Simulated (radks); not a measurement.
Results of a calculation; reference values are marked as such.
Q: Ge3+, configuration [Ar] 3d9 4s2 (not the ground configuration). Code: a radial shooting solver on a logarithmic mesh with Libxc functionals. Model: Dirac Kohn-Sham, PBEsol, spin-unpolarised, spherical densities, point nucleus; open shells are shared between the two j in proportion to 2j + 1. Some entries of the table are withheld. Estimate them.

orbital  occ.  eigenvalue (eV)  <r^2> (bohr^2)  r(max) (bohr)
1s1/2       2        -10994.95        0.002976        0.03074
2s1/2       2              (1)         0.05204            (2)
2p1/2       2        -1265.831             (3)         0.1392
2p3/2       4        -1234.005             (4)         0.1422
3s1/2       2        -212.5134          0.4426         0.5411
3p1/2       2        -162.5480          0.4700         0.5353
3p3/2       4        -158.1695          0.4851         0.5436
3d3/2     3.6         -73.1452          0.6032         0.4942
3d5/2     5.4         -72.5148          0.6104         0.4969
4s1/2       2         -43.3851             (5)          1.575

A: 
(1) 2s1/2 eigenvalue (eV): -1416.959
(2) 2s1/2 r(max) (bohr): 0.1762
(3) 2p1/2 <r^2> (bohr^2): 0.04038
(4) 2p3/2 <r^2> (bohr^2): 0.04187
(5) 4s1/2 <r^2> (bohr^2): 3.590
